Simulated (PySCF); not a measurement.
Cartesian coordinates (Å):
```xyz
6

Ti     0.0602    -0.0225    -0.0257
O     -0.5409    -0.2771    -1.6228
H     -0.8774    -0.4193    -2.5142
H      1.5660    -0.8116     0.0622
H      0.2070     1.6611     0.1795
H     -1.0807    -0.7001     1.0407
```
Charge 0, spin multiplicity 1.

What dipole moment, HOMO–LUMO gap and total energy does PBE-D3(BJ)/def2-TZVP // r2SCAN-D4/def2-SVP in PySCF give?


```
Property             Result
-------------  ------------
dipole moment        2.03 D
HOMO–LUMO gap       3.42 eV
total energy   -926.7994 Ha
```
